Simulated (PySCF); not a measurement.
Two-component Hartree-Fock for Fe³⁺ (iron, charge +3)

Start: [Ar] 3d5; 3d5/2 filled at m_j = -3/2, -1/2, +1/2, +3/2, +5/2. Calculated with PySCF 2.14 in x2c-TZVPall-2c with one added diffuse shell each of s, p, d type (7s8p5d1f, 63 functions): generalised Hartree-Fock with the X2C-1e Hamiltonian and a Gaussian nucleus; one run each with spin-orbit coupling (SO) switched off, then screened by Boettger's factors. This is a chosen level, not necessarily the ground level.

```
spinor shell  electrons  ε, spin-free (eV)  ε, screened SO (eV)  weight of nominal j (screened SO)  rms radius, screened SO (bohr)
       1s1/2          2            -7212.9              -7212.8                              1.000                          0.0675
       2s1/2          2            -920.63              -920.61                              1.000                           0.288
       2p1/2          2            -786.37              -795.32                              0.975                           0.259
       2p3/2          4            -786.37              -781.98                              0.987                           0.261
       3s1/2          2            -152.46              -152.46                              1.000                           0.864
       3p1/2          2            -111.59              -112.16                              0.663                           0.916
       3p3/2          4            -111.59              -111.31                              0.832                           0.921
       3d5/2          5            -56.077              -56.076                              0.591                            1.07
```

```tsv
quantity	spin-free	screened SO
E (hartree)	-1269.48832	-1269.50828
M_J	5/2	5/2
⟨J²⟩	8.751	8.751
⟨L²⟩	0.000	0.002
⟨S²⟩	8.751	8.749
```

Each row is a mean over spinors that exchange with the open shell spreads, by up to 15.955 eV (3p3/2).

Rows whose weight is well below 1 are mixtures of j = l ± 1/2: exchange outweighs spin-orbit coupling there, and the label is only the starting occupation.

Without spin-orbit coupling the j labels of p, d and f shells carry no meaning; the spin-free column gives the mean over the occupied spinors of each nl shell.
